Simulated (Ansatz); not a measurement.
Calculated with Ansatz (gas phase, PBE0-D4/def2-TZVP geometries, no zero-point term in ΔE). CCSD(T)/CBS adds triple-zeta CCSD(T) − MP2 to the extrapolated MP2 energy (def2 sets, frozen cores). This one scheme is used for every species, atoms too. Functionals use def2-TZVPP. No spin–orbit coupling; open shells (•) take unrestricted orbitals. Spin–orbit coupling would lower the free atoms: a little for S; strongly for Sn. Elements past krypton have def2 core potentials. Bonds to Sn are less sure, by a few kJ/mol each and by 10 to 20 or more in all where they break to atoms, as the def2 sets lack core-valence functions. One conformer a species, not always the lowest.

Consider the atomization: `[PH2][SnH2][SH]` → 5 H• + P• + S• + Sn•.

`[PH2][SnH2][SH]`:

```xyz
8

P    -1.129   -1.118   -1.268
Sn    0.173    0.578    0.025
S     2.328   -0.446    0.368
H    -1.481   -1.831   -0.091
H    -2.310   -0.325   -1.229
H    -0.464    0.955    1.566
H     0.348    2.001   -0.906
H     2.536    0.186    1.535
```

```json
{"level": "BLYP-D4", "ΔE (kcal/mol)": "478.7"}
{"level": "r2SCAN-D4", "ΔE (kcal/mol)": "482.0"}
{"level": "r2SCANh-D4", "ΔE (kcal/mol)": "479.5"}
{"level": "CAM-B3LYP-D4", "ΔE (kcal/mol)": "482.3"}
{"level": "PBE-QIDH", "ΔE (kcal/mol)": "472.4"}
{"level": "HF/def2-SVP", "ΔE (kcal/mol)": "319.8"}
{"level": "MP2/def2-TZVPP", "ΔE (kcal/mol)": "458.2"}
{"level": "CCSD/def2-TZVPP", "ΔE (kcal/mol)": "461.0"}
```

Problem. What does CCSD(T)/CBS give? (Estimate.)

Solution. Ansatz gave: +486.3 kcal/mol. The listed levels differ from it by -7.6, -4.3, -6.8, -4.0, -13.9, -166.5, -28.1, -25.3 kcal/mol.

Largest T1 diagnostic among the species: 0.013.

In def2-TZVPP, CCSD(T) changes the Hartree–Fock value by +139.6 kcal/mol (the triples alone add +7.8 kcal/mol) and MP2 by +129.0 kcal/mol; breaking electron pairs costs correlation energy, which Hartree–Fock lacks. From r2SCAN to r2SCAN0 (25 % exact exchange), in def2-TZVPP and without D4, ΔE moves by −6.1 kcal/mol: exact exchange takes away binding that semilocal exchange gives to molecules.

For atomizations the MP2-based limit and the directly extrapolated one differ by several kJ/mol either way, and by 10 to 25 for some Ge, Se and Sn compounds, so smaller differences from it don't rank the levels.
